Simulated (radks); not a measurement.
Effect of the nuclear size on the osmium ion Os56+, [Ar] 3d2. Calculated with a radial shooting solver on a logarithmic mesh with Libxc functionals: Dirac Kohn-Sham, LDA (Slater exchange, Perdew-Wang correlation), spin-unpolarised, spherical densities, finite nucleus; open shells fill j = l - 1/2 first; Fermi nuclear charge, rms radius 5.4126 fm. The rms radius is varied about that value; shifts are against it.

rms radius (fm)  total energy shift (eV)  density at nucleus (e/bohr^3)  1s1/2 shift (meV)  2s1/2 shift (meV)  3s1/2 shift (meV)  3p1/2 shift (meV)  3d3/2 shift (meV)  4s1/2 (empty) shift (meV)  4p1/2 (empty) shift (meV)
4.8659                             -13.8                       1.73e+06              -5590               -813               -208              -5.64               7.82                      -78.4                      -2.63
5.1257                             -7.35                      1.697e+06              -2980               -434               -111              -3.01               4.17                      -41.8                      -1.40
5.4126                                 0                      1.664e+06              0.000              0.000              0.000              0.000              0.000                      0.000                      0.000
5.6129                              5.28                      1.642e+06               2140                312               79.7               2.17              -3.00                       30.0                       1.01
6.3057                              24.5                      1.573e+06               9920               1440                369               10.1              -13.9                        139                       4.69

Slopes of the eigenvalues against <r^2> in GHz/fm^2, as finite differences over the two radii next to the reference (eigenvalue slopes, not the field-shift constants of lines): 1s1/2 237000, 2s1/2 34400, 3s1/2 8810, 3p1/2 239, 3d3/2 -331, 4s1/2 (empty) 3320, 4p1/2 (empty) 111.
